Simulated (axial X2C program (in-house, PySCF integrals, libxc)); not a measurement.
## Potential curves of CoTe⁺, two-component

Computed with an in-house relativistic program for diatomic molecules. Two-component (2c) means X2C with spin–orbit coupling and atomic mean-field two-electron Coulomb and Gaunt terms. Basis: Te dyall-cv3z [11s12p8d4f1g], Co dyall-cv3z [9s10p6d3f2g] (cores contracted in-house); Gaussian nuclei, density fitting, unrestricted open shells. Masses: Te 129.906 u, Co 58.933 u.

State: Ω = 4 (⟨Sz⟩ = 1.98, ⟨Lz⟩ = 2.02 at PBE0). Energies in cm⁻¹ from the lowest point of each curve. Fits are polynomials in 1 − R0/R over 0.85 to 1.23 times the lowest point R0.

| R (Å) | PBE0 | TPSSh |
| --- | --- | --- |
| 2.1776 | 2548 | 2203 |
| 2.2494 | 989 | 768 |
| 2.3212 | 207 | 100 |
| 2.3930 | 0 | 0 |
| 2.4768 | 277 | 399 |
| 2.5605 | 934 | 1177 |
| 2.6682 | 2116 | 2520 |

Occupations by symmetry block were frozen at the best pattern of an incomplete PBE0 search. Density functionals use the spin component along the axis (collinear). Other states lie close and PBE0, whose exact exchange favours high spin, may order them wrongly; the determinant shown need not be the ground state. The nearest other 2c determinant of the search, Ω = 2, lies 0.29 eV up at the distance of the search. Without a current term, density functionals place determinants with orbital angular momentum somewhat too high. With several unpaired electrons one determinant need not be a pure state. Open-shell Ω = 0 determinants with evenly filled partner blocks cannot be reached by this program, so the Ω shown need not be the lowest component.

(1) Fit the PBE0 curve near its minimum: give the equilibrium distance and the harmonic wavenumber.

(2) Fit the TPSSh curve near its minimum: give the equilibrium distance and the harmonic wavenumber.

Answers

(1) At PBE0, 2c: Re = 2.389 Å, ωe ≈ 261 cm⁻¹; Be follows as 0.0729 cm⁻¹.

(2) At TPSSh, 2c: Re = 2.371 Å, ωe ≈ 271 cm⁻¹; Be follows as 0.0739 cm⁻¹.
